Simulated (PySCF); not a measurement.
Polarisability and C₆ of Si (silicon, neutral)

[Ne] 3s1 3p3, high-spin 5S determinant (an excited configuration). Computed with PySCF 2.14 in def2-QZVPPD, with the non-relativistic Hamiltonian (point nucleus). Coupled (time-dependent) response in atomic units; α is the mean over directions.

```json
{"method": "UHF", "mean α (bohr³)": "34.23", "C₆ (like pair)": "268.4", "S(−4)": "409.1"}
{"method": "PBE", "mean α (bohr³)": "38.19", "C₆ (like pair)": "305.8", "S(−4)": "579.0"}
{"method": "PBE0", "mean α (bohr³)": "36.47", "C₆ (like pair)": "289.0", "S(−4)": "502.7"}
{"method": "PBEsol", "mean α (bohr³)": "38.29", "C₆ (like pair)": "307.5", "S(−4)": "576.1"}
{"method": "PW91", "mean α (bohr³)": "37.96", "C₆ (like pair)": "303.0", "S(−4)": "572.1"}
```

S(−4) is the Cauchy moment in α(ω) = α(0) + S(−4) ω² + …

α(iu) at UHF:

```json
{"u (hartree)": "0", "α(iu) (bohr³)": "34.23"}
{"u (hartree)": "0.0500", "α(iu) (bohr³)": "33.24"}
{"u (hartree)": "0.100", "α(iu) (bohr³)": "30.63"}
{"u (hartree)": "0.200", "α(iu) (bohr³)": "23.56"}
{"u (hartree)": "0.300", "α(iu) (bohr³)": "17.27"}
{"u (hartree)": "0.500", "α(iu) (bohr³)": "9.586"}
{"u (hartree)": "0.750", "α(iu) (bohr³)": "5.271"}
{"u (hartree)": "1.00", "α(iu) (bohr³)": "3.301"}
{"u (hartree)": "1.50", "α(iu) (bohr³)": "1.667"}
{"u (hartree)": "2.00", "α(iu) (bohr³)": "1.030"}
{"u (hartree)": "3.00", "α(iu) (bohr³)": "0.5358"}
{"u (hartree)": "5.00", "α(iu) (bohr³)": "0.2458"}
```

A single London oscillator, α(iu) = α/(1 + u²/ω²), gives C₆ = (3/4) ω α². Matching the computed C₆ needs ω = 4 × 268.4 / (3 × 34.23²) = 0.305 hartree.
